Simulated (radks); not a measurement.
Exchange energies: the exact (Fock) value of the Kohn-Sham orbitals and density-functional approximations, in hartree. Species: Hg+ [Xe] 4f14 5d10 6s1; Kr25+ [Ne] 3s1. All-electron calculation, non-relativistic Kohn-Sham, exchange-only PBE, spin-polarised, spherical densities, point nucleus. Program: a radial shooting solver on a logarithmic mesh with Libxc functionals. Every spin shell is full or empty, so the densities are truly spherical. Functionals are evaluated on that one density, not self-consistently.

| functional | Hg+ | Kr25+ |
|---|---|---|
| exact | -344.860 | -59.2662 |
| LDA | -331.82 | -54.557 |
| B88 | -345.15 | -59.160 |
| PBE | -343.74 | -58.801 |
| revPBE | -344.04 | -59.066 |
| RPBE | -344.15 | -59.138 |
| OPTX | -351.47 | -59.312 |
| WC | -342.78 | -58.229 |
| AM05 | -332.50 | -55.173 |
| G96 | -346.52 | -59.279 |
| TPSS | -343.45 | -59.253 |
| revTPSS | -341.81 | -58.813 |
| SCAN | -345.09 | -59.389 |
| r2SCAN | -344.30 | -59.208 |
| MS2 | -342.62 | -59.164 |
| MVS | -345.17 | -59.035 |
